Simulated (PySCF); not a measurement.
**Deuteron quadrupole couplings in `CCC1=C(OC)[P@H](=S)CC1`**

C₇H₁₃OPS.
Atom-mapped SMILES: `[CH3:1][CH2:2][C:3]1=[C:4]([O:5][CH3:6])[P@H:7](=[S:8])[CH2:9][CH2:10]1` (hydrogens: H11, H12, H13 on C1; H14, H15 on C2; H16, H17, H18 on C6; H19 on P7; H20, H21 on C9; H22, H23 on C10)

Structure used (GFN2-xTB), in Å, numbered top down from 1:
```
atom  x, y, z in Å
C1     2.8879   -0.1388   -0.6196
C2     1.9296    0.2481    0.5079
C3     0.5370   -0.2414    0.2594
C4    -0.5178    0.5672    0.0668
O5    -0.4242    1.9182    0.0449
C6    -1.6419    2.6180   -0.0569
P7    -2.0602   -0.3979   -0.1649
S8    -3.7198    0.0132    0.7351
C9    -1.2240   -1.9576    0.3253
C10    0.2777   -1.7200    0.1568
H11    2.9831   -1.2194   -0.6963
H12    2.5275    0.2476   -1.5697
H13    3.8734    0.2787   -0.4293
H14    1.9045    1.3331    0.6107
H15    2.2942   -0.1805    1.4461
H16   -1.3808    3.6622   -0.2220
H17   -2.2325    2.5252    0.8599
H18   -2.2377    2.2509   -0.9024
H19   -2.1572   -0.5126   -1.5643
H20   -1.5968   -2.8127   -0.2418
H21   -1.4839   -2.1154    1.3784
H22    0.8517   -2.2635    0.9106
H23    0.6056   -2.0755   -0.8247
```

Level: PBE0/pcSseg-1 (PySCF, non-relativistic); Q(2H) = 0.00286 b; rigid geometry, the same for H and D, with no vibrational averaging.

Question: Rank these positions by the coupling χzz of a deuteron there, largest first.
A. H21 (methylene hydrogen)
B. H12 (methyl hydrogen)
C. H18 (methyl hydrogen)
D. H14 (methylene hydrogen)
E. H19 (P–H hydrogen)

Answer: B (212 kHz), D (202 kHz), A (198 kHz), C (191 kHz), E (121 kHz).

Q: What are Vzz, η and χzz (234.96 MHz × Q × Vzz) at all hydrogens?

A: 
| atom | bonded to | bond length (Å) | Vzz (au) | η | χzz (kHz) |
| --- | --- | --- | --- | --- | --- |
| H11 | C1 | 1.087 | 0.3152 | 0.02 | 212 |
| H12 | C1 | 1.087 | 0.3147 | 0.02 | 212 |
| H13 | C1 | 1.087 | 0.3164 | 0.02 | 213 |
| H14 | C2 | 1.090 | 0.3007 | 0.02 | 202 |
| H15 | C2 | 1.094 | 0.3014 | 0.02 | 203 |
| H16 | C6 | 1.089 | 0.3042 | 0.08 | 204 |
| H17 | C6 | 1.095 | 0.2854 | 0.09 | 192 |
| H18 | C6 | 1.098 | 0.2844 | 0.12 | 191 |
| H19 | P7 | 1.407 | 0.1795 | 0.02 | 121 |
| H20 | C9 | 1.092 | 0.3062 | 0.02 | 206 |
| H21 | C9 | 1.096 | 0.2940 | 0.01 | 198 |
| H22 | C10 | 1.092 | 0.3023 | 0.03 | 203 |
| H23 | C10 | 1.094 | 0.2990 | 0.02 | 201 |

Q: Average by the element that carries the hydrogen.

A: on C: 203 kHz over 12 positions, mean bond length 1.092 Å; on P: 121 kHz over 1 position, mean bond length 1.407 Å.

Q: How does χzz go with the bond length over the 12 C–H bonds?

A: A straight-line fit has a slope of -17.8 kHz for each 0.01 Å, with a correlation coefficient of -0.90, over lengths from 1.087 to 1.098 Å. The longer bonds have the smaller couplings here.

Isolated species at its GFN2-xTB geometry (one conformer only). GFN2-xTB bond lengths can be off by several hundredths of an ångström, more for odd bonds, and the gradients follow them. The basis is small and wasn't made for field gradients, so the couplings can be 20 % off.
